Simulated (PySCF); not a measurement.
**Identify the compound**

An unknown has the formula C5H9NO2Si2. Its calculated NMR data are:

1H NMR (400 MHz, computed): δ 7.64 (d, 1H), 7.27 (d, 1H), 6.25 (m, 1H), 6.14 (br s, 1H), 5.28 (m, 1H), 4.88 (s, 3H), -0.06 (br s, 1H).

13C{1H} NMR (computed): δ 168.6 (C), 154.5 (C), 153.9 (CH), 150.2 (CH), 137.8 (CH).

Calculated, not measured (PySCF 2.14.0 with density-fitted response routines): σ from GIAO-PBE0/pcSseg-1, geometry from GFN2-xTB. Non-relativistic, one computed conformer, one averaged value for each set of equivalent atoms, isolated molecule.

Shifts are taken against calculated references (same method and geometry level): 1H (σref 31.72), 13C (σref 186.93) vs TMS.

Deduce the structure.

Answers


Rings plus π bonds: 4 (1 ring in the answer). 5 carbon signals for 5 carbons: no two carbons are equivalent. Carbon types of the structure: 2 × C, 3 × CH, leaving 6 H on heteroatoms. δC 168.6: carboxylic acid carbon; it is a carbonyl in resonance with an O or N lone pair, the region of acids, esters and amides. δC 154.5: α carbon of a C=C–C=O unit; an sp2 carbon of a C=C bond. δC 153.9, 137.8: alkene CH; the olefinic region. δC 150.2: β carbon of a C=C–C=O unit; conjugation with the carbonyl draws π density from the β position. δH 7.64, 6.25: hydrogen on an alkene CH; a vinylic proton, deshielded by the sp2 carbon and the C=C anisotropy. δH 7.27: hydrogen on a β carbon of a C=C–C=O unit; a vinylic proton, deshielded by the sp2 carbon and the C=C anisotropy. δH 6.14: hydrogen on an acid hydroxyl oxygen; exchangeable, gas-phase position.

These data were computed for `C(=O)(O)C1=C[Si@@H](N[SiH3])C=C1`.

The shifts were computed for this structure.

OH and NH positions are those of a molecule without intermolecular hydrogen bonds; in solution they move with solvent, concentration and temperature, and exchange usually removes their couplings. Shifts are as computed. Against solution values, carbons near 30 ppm lie about +3 ppm off and those near 130 ppm about +5 ppm. Of 1309 compounds with measured shifts, 239 miss one by over three times the rms of a fit or turn the order of signals round; such compounds aren't used in these exercises. The C=O carbon of an acid or of an amide with N–H lies up to 10 ppm further downfield in solution, through hydrogen bonding that the calculation lacks. No couplings were computed; multiplicities are counted from neighbouring protons, with m where these are inequivalent, close in shift, in a saturated or five-membered ring or joined by F or P, and br s for small geminal =CH2 splittings.
